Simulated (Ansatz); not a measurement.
Consider the isomerisation: `OC([SiH3])O[SiH3]` → `CO[SiH](O)[SiH3]`.

Computed with Ansatz on PBE0-D4/def2-TZVP structures; ΔE is electronic, products minus reactants. CCSD(T)/CBS adds triple-zeta CCSD(T) − MP2 to the extrapolated MP2 energy (def2 sets, frozen cores). DFT in def2-TZVPP. One conformer a species, not always the lowest.

```
          level  ΔE (kJ/mol)
         B2PLYP       -179.5
         r2SCAN       -180.9
CCSD/def2-TZVPP       -178.7
 CCSD/CBS(def2)       -182.9
```

Q: What does CCSD(T)/CBS give? (Estimate.)

A: Computed: -181.1 kJ/mol. The listed levels differ from it by 1.6, 0.2, 2.4, -1.8 kJ/mol.

Largest T1 diagnostic among the species: 0.013.

From PBE to PBE0 (25 % exact exchange), in def2-TZVPP and without D4, ΔE moves by −3.9 kJ/mol.
